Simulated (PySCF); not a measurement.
**Name the molecule from its bond curve**

A diatomic of charge 0 contains Pb. Its singlet curve at PBE in a triple-zeta basis (spin-free X2C with a Gaussian nucleus, PySCF), in eV from the separated fragments:

R (Å), E (eV) and a bar:
```
    1.637     -3.500 ##############################
    1.713     -4.617 ##############
    1.789     -5.264 #####
    1.846     -5.524 ##
    1.903     -5.639 
    1.960     -5.643 
    2.036     -5.522 ##
    2.131     -5.232 ######
    2.245     -4.768 ############
    2.398     -4.068 ######################
```

The fit gives ωe = 732 cm⁻¹ and the rotational constant Bₑ = 0.3037 cm⁻¹.

Which atom is the partner?

The minimum lies at 1.933 Å, so the reduced mass is 16.8576 u Å² cm⁻¹/(Bₑ·Re²) = 14.86 u. With Pb at 207.98 u the partner weighs about 16.0 u: O. The molecule is PbO.

Spin–orbit coupling is left out, which matters for elements this heavy, above all for dissociation energies.
